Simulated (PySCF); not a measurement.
F₃HOTi, multiplicity 1. Atoms are numbered in the order given.

```xyz
6

Ti     0.0000     0.0000    -0.0087
F     -1.4132     0.8159    -0.6027
F      0.0000    -1.6318    -0.6027
F      1.4132     0.8159    -0.6027
O      0.0000     0.0000     1.7227
H      0.0000     0.0000     2.6823
```

Coordinates come from a PBE0-D3(BJ)/def2-SVP optimisation. A frequency run showed that this geometry is not a minimum. The multiplicity is an assumed one; other spin states were not compared. One conformer was computed; it need not be the lowest.

The numbers are results of TDDFT-B3LYP/def2-SVPD (PySCF), not measurements.

Vertical excitations; the highest root listed may be one member of a degenerate set. Isolated molecule, no solvent. State labels are in the subgroup Cs.

Computed lowest excited states:
| state | symmetry | energy (eV) | λ (nm) | f | main pairs |
|---|---|---|---|---|---|
| S1 | A" | 6.06 | 205 | 0.000 | HOMO→LUMO 50 %, HOMO−1→LUMO+1 49 % |
| S2 | A' | 6.18 | 201 | 0.002 | HOMO−1→LUMO, HOMO→LUMO+1 (degenerate set) |
| S3 | A" | 6.18 | 201 | 0.002 | HOMO−1→LUMO+1, HOMO→LUMO (degenerate set) |
| S4 | A' | 6.70 | 185 | 0.035 | HOMO→LUMO+1 38 %, HOMO−1→LUMO 38 %, HOMO→LUMO+3 11 %, HOMO−1→LUMO+4 11 % |
| S5 | A" | 7.06 | 176 | 0.001 | HOMO→LUMO+2 (degenerate set) |
| S6 | A' | 7.06 | 176 | 0.001 | HOMO−1→LUMO+2 (degenerate set) |
| S7 | A" | 7.36 | 168 | 0.000 | HOMO−1→LUMO+3 49 %, HOMO→LUMO+4 48 % |
| S8 | A" | 7.41 | 167 | 0.002 | HOMO−2→LUMO, HOMO−3→LUMO+1, HOMO−4→LUMO (degenerate set) |
| S9 | A' | 7.41 | 167 | 0.002 | HOMO−2→LUMO+1, HOMO−3→LUMO, HOMO−4→LUMO+1 (degenerate set) |
| S10 | A" | 7.44 | 167 | 0.001 | HOMO→LUMO+4 44 %, HOMO−1→LUMO+3 44 %, HOMO−2→LUMO 10 % |
| T1 | A' | 5.70 | 218 | 0 | HOMO−1→LUMO 46 %, HOMO→LUMO+1 46 % |
| T2 | A' | 5.86 | 212 | 0 | HOMO→LUMO+1, HOMO−1→LUMO (degenerate set) |
| T3 | A" | 5.86 | 212 | 0 | HOMO→LUMO, HOMO−1→LUMO+1 (degenerate set) |
| T4 | A" | 6.04 | 205 | 0 | HOMO−1→LUMO+1 50 %, HOMO→LUMO 50 % |
Triplets are in the Tamm–Dancoff approximation, which puts them higher than full response would, so one can lie above its singlet here.
